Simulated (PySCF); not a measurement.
**Mayer bond orders and bond lengths**

Compound: C5H5NO.
SMILES with atom numbers: `[CH2:1]=[N:2][c:3]1[cH:4][cH:5][o:6][cH:7]1` (hydrogens: H8, H9 on C1; H10 on C4; H11 on C5; H12 on C7)

Geometry (PBE0-D3(BJ)/def2-SVP, Å), atoms numbered from 1 in this order:
```
atom  x, y, z in Å
C1     2.3490    0.1340    0.1467
N2     1.3245    0.7471    0.5717
C3     0.0585    0.2357    0.3202
C4    -1.1084    1.0213    0.0342
C5    -2.1299    0.1325   -0.0956
O6    -1.6948   -1.1267    0.1161
C7    -0.3716   -1.0687    0.3591
H8     3.3465    0.5182    0.4009
H9     2.2979   -0.7754   -0.4830
H10   -1.1488    2.1027   -0.0694
H11   -3.1871    0.2420   -0.3239
H12    0.1230   -2.0026    0.6122
```

Bond orders from the PBE0/pcSseg-1 density (PySCF). The structure is a single PBE0-D3(BJ)/def2-SVP conformer in the gas phase; no vibrational or solvent corrections.

Task: How far do the computed orders between heavy atoms stray from the drawn ones?

Result: The largest departure is 0.432, at O6–C7 (drawn aromatic, 1.068) and C5–O6 (drawn aromatic, 1.071), counting aromatic bonds as 1.5. The bonds drawn aromatic range from 1.07 to 1.61.

Task: Set the Mayer orders of the bonds between heavy atoms beside their lengths.

Result: 
```json
{"bond": "C1–N2", "drawn as": "double", "length (Å)": "1.267", "Mayer order": "1.913"}
{"bond": "N2–C3", "drawn as": "single", "length (Å)": "1.388", "Mayer order": "1.082"}
{"bond": "C3–C4", "drawn as": "aromatic", "length (Å)": "1.436", "Mayer order": "1.252"}
{"bond": "C4–C5", "drawn as": "aromatic", "length (Å)": "1.360", "Mayer order": "1.607"}
{"bond": "C5–O6", "drawn as": "aromatic", "length (Å)": "1.349", "Mayer order": "1.071"}
{"bond": "O6–C7", "drawn as": "aromatic", "length (Å)": "1.347", "Mayer order": "1.068"}
{"bond": "C7–C3", "drawn as": "aromatic", "length (Å)": "1.374", "Mayer order": "1.493"}
```

Bonds between the same two heavy elements. C–N: lowest N2–C3 (1.082, 1.388 Å), highest C1–N2 (1.913, 1.267 Å). C–C: lowest C3–C4 (1.252, 1.436 Å), highest C4–C5 (1.607, 1.360 Å). C–O: all 2 within 0.02 of one another (1.068 to 1.071).

Task: And the bonds to hydrogen?

Result: C–H: 0.93 to 0.98 (5 bonds).

Task: Sum the orders of all bonds at each heavy atom with more than one neighbour and set the sums beside the valence in the SMILES.

Result: C1 3.789 (drawn 4), N2 2.995 (drawn 3), C3 3.827 (drawn 4), C4 3.842 (drawn 4), C5 3.656 (drawn 4), O6 2.139 (drawn 2), C7 3.539 (drawn 4). Orders between atoms that aren't bonded are not in these sums.

The Mayer order sums products of elements of PS (density times overlap matrix) between the two atoms' basis functions, so it depends on the basis set.
